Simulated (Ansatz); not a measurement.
AlFGeH$_{5}$N, SMILES `[NH2][AlH][GeH2][F]`. Charge 0, multiplicity 1.

```xyz
9

N     1.216    0.417    1.422
Al   -0.472    0.179    0.984
Ge   -0.755   -0.378   -1.422
F     0.895   -0.383   -2.048
H     1.971    0.333    0.758
H     1.572    0.650    2.335
H    -1.622    0.322    2.062
H    -1.501    0.639   -2.314
H    -1.304   -1.778   -1.778
```

(1) What are the harmonic wavenumbers in cm⁻¹ at PBE0-D4/def2-TZVP (Ansatz, finite differences of forces, unscaled)? (Estimate.)

(2) Is this a minimum?

(3) Give the ideal-gas thermochemistry at 298.15 K and 1 bar (rigid rotor, harmonic oscillator; point group Cs, symmetry number 1).

(4) Rotational constants (cm⁻¹)?

Answers

(1) Ansatz gave: 53, 69, 183, 295, 318, 423, 460, 538, 542, 656, 661, 728, 766, 835, 876, 1565, 1937, 2114, 2118, 3598, 3693.

(2) Yes, all 21 modes are real.

(3) Zero-point energy 134.1 kJ/mol; H(298) − E = 156.0 kJ/mol; entropy 361.0 J/(mol·K), of which translation 170.3, rotation 114.1, vibration 76.6; G(298) − E = 48.4 kJ/mol. Modes under 100 cm⁻¹ are hindered rotations or soft bends, so the harmonic entropy is rough.

(4) 0.2073, 0.06459, 0.05016.
